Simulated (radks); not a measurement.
All-electron atom: the tungsten anion W- in [Xe] 4f14 5d5 6s2. Calculated with a radial shooting solver on a logarithmic mesh with Libxc functionals: scalar-relativistic Kohn-Sham, PBE, spin-polarised, spherical densities, finite nucleus; open shells are filled with parallel spins first (spin-orbit coupling, left out, can overturn this in heavy ions); Fermi nuclear charge, rms radius 5.3658 fm; hard spherical wall at 1.5 bohr. Some entries of the table are withheld. Estimate them.

| orbital | occ. | eigenvalue (eV) | <1/r> (bohr^-1) |
|---|---|---|---|
| 1s up | 1 | -69257.89 | 87.04 |
| 1s down | 1 | -69257.87 | 87.05 |
| 2s up | 1 | -11789.09 | 20.35 |
| 2s down | 1 | -11787.66 | 20.35 |
| 2p up | 3 | -10286.02 | 18.44 |
| 2p down | 3 | -10284.86 | 18.44 |
| 3s up | 1 | -2573.340 | 7.525 |
| 3s down | 1 | -2572.746 | 7.525 |
| 3p up | 3 | -2128.354 | 6.947 |
| 3p down | 3 | -2127.690 | 6.947 |
| 3d up | 5 | -1614.471 | 6.561 |
| 3d down | 5 | -1613.388 | 6.561 |
| 4s up | 1 | -398.5616 | 3.165 |
| 4s down | 1 | -397.0901 | 3.162 |
| 4p up | 3 | -254.6303 | 2.859 |
| 4p down | 3 | -253.2666 | 2.857 |
| 4d up | 5 | -72.2433 | 2.510 |
| 4d down | 5 | -70.7157 | 2.511 |
| 5s up | 1 | 77.1888 | 1.480 |
| 5s down | 1 | 81.8699 | 1.488 |
| 5p up | 3 | 128.0277 | 1.451 |
| 4f up | 7 | 129.6197 | 2.019 |
| 4f down | 7 | 131.6417 | 2.031 |
| 5p down | 3 | 133.0575 | 1.456 |
| 5d up | 5 | 204.2320 | 1.472 |
| 5d down | 0 | 209.4311 | 1.473 |
| 5f up | 0 | (1) | 1.608 |
| 5f down | 0 | (2) | 1.600 |
| 6s up | 1 | (3) | 1.739 |
| 6s down | 1 | (4) | 1.737 |
| 6p up | 0 | 478.1599 | (5) |
| 6p down | 0 | 481.3286 | (6) |
| 7s up | 0 | 929.8103 | 1.954 |
| 7s down | 0 | 933.1104 | 1.953 |

Answer. 
(1) 5f up eigenvalue (eV): 301.7901
(2) 5f down eigenvalue (eV): 306.5333
(3) 6s up eigenvalue (eV): 415.8490
(4) 6s down eigenvalue (eV): 419.1063
(5) 6p up <1/r> (bohr^-1): 1.755
(6) 6p down <1/r> (bohr^-1): 1.755
